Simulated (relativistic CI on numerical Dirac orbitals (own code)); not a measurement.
Pd⁵⁺: M2,3 absorption edge

Computed with this model: Dirac-Coulomb-Breit CI, KLI orbitals optimised for each configuration, model QED (radiative potential, 1s self-energy scaled to tabulated hydrogen-like ionisation energies), valence Slater integrals scaled by 0.7, multiplet model of core-to-valence dipole absorption; configurations [Kr] 4d5 → [Ne] 3s2 3p5 3d10 4s2 4p6 4d6; 10 K; Lorentzian 2 eV and Gaussian 0.4 eV FWHM. Energies are those of the free ion, without screening or charge transfer. The branching ratio is the share of the lower-energy edge in the whole absorption, uncertain by about 0.02 where the edges overlap. S is read from ⟨S²⟩ = S(S + 1).

free ion: ground-state S = 2.48, centroid 549.47 eV, branching ratio 0.778. Peaks (eV, height): 543.2 (100), 571.5 (29).

The statistical ratio of this edge is 2/3 = 0.667. Values above it arise where the holes sit mainly in the j = l + 1/2 valence subshell or the ground state has high spin; values below it where core-valence Coulomb terms move weight to the upper edge, as in nearly empty shells.

Strongest unbroadened transitions for free ion:

| Energy (eV) | Relative strength |
| --- | --- |
| 542.79 | 86.9 |
| 542.97 | 100.0 |
| 543.29 | 97.9 |
| 543.38 | 48.9 |
| 543.42 | 21.5 |
| 543.53 | 6.5 |
| 543.99 | 13.5 |
| 544.37 | 3.0 |
| 544.80 | 0.8 |
| 545.69 | 0.5 |
| 546.47 | 0.4 |
| 571.29 | 48.6 |
| 571.47 | 13.7 |
| 571.62 | 2.3 |
| 571.87 | 27.0 |
| 571.95 | 12.3 |
| 572.01 | 3.8 |
| 573.43 | 0.3 |
